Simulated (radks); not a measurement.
The gadolinium ion Gd+, configuration [Xe] 4f7 5d1 6s1 (the NIST ground configuration). Method: Dirac Kohn-Sham, PBE, spin-unpolarised, spherical densities, point nucleus; open shells fill j = l - 1/2 first; computed with a radial shooting solver on a logarithmic mesh with Libxc functionals. Some entries of the table are withheld. Estimate them.

orbital  occ.  eigenvalue (eV)  r(max) (bohr)
1s1/2       2        -50057.90        0.01391
2s1/2       2        -8265.743            (1)
2p1/2       2              (2)        0.05981
2p3/2       4              (3)        0.06564
3s1/2       2        -1836.898         0.2244
3p1/2       2        -1656.157         0.2117
3p3/2       4        -1513.411         0.2240
3d3/2       4        -1201.608         0.1780
3d5/2       6        -1170.512         0.1815
4s1/2       2        -374.8123         0.5160
4p1/2       2        -304.4673            (4)
4p3/2       4        -272.7128            (5)
4d3/2       4        -156.8955         0.5543
4d5/2       6        -151.1560         0.5628
5s1/2       2         -55.8527          1.197
5p1/2       2         -36.5326          1.304
5p3/2       4         -32.1884          1.380
4f5/2       6         -15.1605         0.5650
4f7/2       1         -14.4079         0.5698
6s1/2       1          -9.2425          3.220
5d3/2       1          -8.5293          1.901
5d5/2       0          -8.2188          1.947

Answer. 
(1) 2s1/2 r(max) (bohr): 0.07916
(2) 2p1/2 eigenvalue (eV): -7848.321
(3) 2p3/2 eigenvalue (eV): -7152.433
(4) 4p1/2 r(max) (bohr): 0.5204
(5) 4p3/2 r(max) (bohr): 0.5465
